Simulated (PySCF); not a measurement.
SMILES C[O][Zn][Si](C)(C)C (C4H12OSiZn), GFN2-xTB optimised geometry.

```
19

Zn    -1.31    -1.85     1.80
O     -3.02    -2.32     1.73
C     -4.20    -2.89     2.17
H     -4.08    -3.96     2.38
H     -4.58    -2.40     3.08
H     -4.97    -2.78     1.39
Si    -0.33    -0.68     0.00
C     -0.92    -1.49    -1.64
C      1.59    -0.68     0.00
C     -0.91     1.15     0.00
H     -0.62    -0.90    -2.50
H     -0.51    -2.49    -1.76
H     -2.00    -1.58    -1.65
H      1.99    -1.69    -0.03
H      1.98    -0.20     0.88
H      1.96    -0.15    -0.87
H     -0.52     1.69     0.86
H     -1.99     1.22     0.03
H     -0.57     1.66    -0.89
```

Density from PBE0/def2-SVP run with PySCF 2.14.0 at that geometry.

Minimum of the electron density along straight lines between bonded atoms, close to the bond critical point (lines longer than 1.1 times the sum of covalent radii, or with two minima, are not listed):

| bond | length / Å | ρ at the minimum / e bohr⁻³ | ∇²ρ there / e bohr⁻⁵ | position (fraction from the first atom) |
|---|---|---|---|---|
| Zn1–O2 | 1.774 | … | … | 0.49 |
| O2–C3 | 1.386 | 0.269 | -0.43 | 0.66 |
| C3–H4 | 1.099 | 0.276 | -1.01 | 0.62 |
| C3–H5 | 1.099 | 0.276 | -1.01 | 0.62 |
| C3–H6 | 1.099 | 0.276 | -1.02 | 0.63 |
| Zn1–Si7 | 2.362 | 0.073 | … | 0.47 |
| Si7–C8 | 1.918 | 0.107 | 0.30 | 0.38 |
| Si7–C9 | 1.918 | 0.107 | 0.30 | 0.38 |
| Si7–C10 | 1.919 | 0.107 | 0.30 | 0.38 |
| C8–H11 | 1.086 | 0.271 | -0.96 | 0.62 |
| C8–H12 | 1.086 | 0.272 | -0.97 | 0.62 |
| C8–H13 | 1.086 | 0.273 | -0.98 | 0.63 |
| C9–H14 | 1.085 | 0.272 | -0.97 | 0.62 |
| C9–H15 | 1.085 | 0.272 | -0.97 | 0.62 |
| C9–H16 | 1.086 | 0.272 | -0.97 | 0.62 |
| C10–H17 | 1.086 | 0.272 | -0.97 | 0.62 |
| C10–H18 | 1.086 | 0.272 | -0.97 | 0.62 |
| C10–H19 | 1.086 | 0.271 | -0.96 | 0.62 |

**Question.** What belongs in the gaps?

**Answer.** 
- Zn1–O2, ρ at the minimum / e bohr⁻³: 0.117
- Zn1–O2, ∇²ρ there / e bohr⁻⁵: 0.95
- Zn1–Si7, ∇²ρ there / e bohr⁻⁵: -0.03
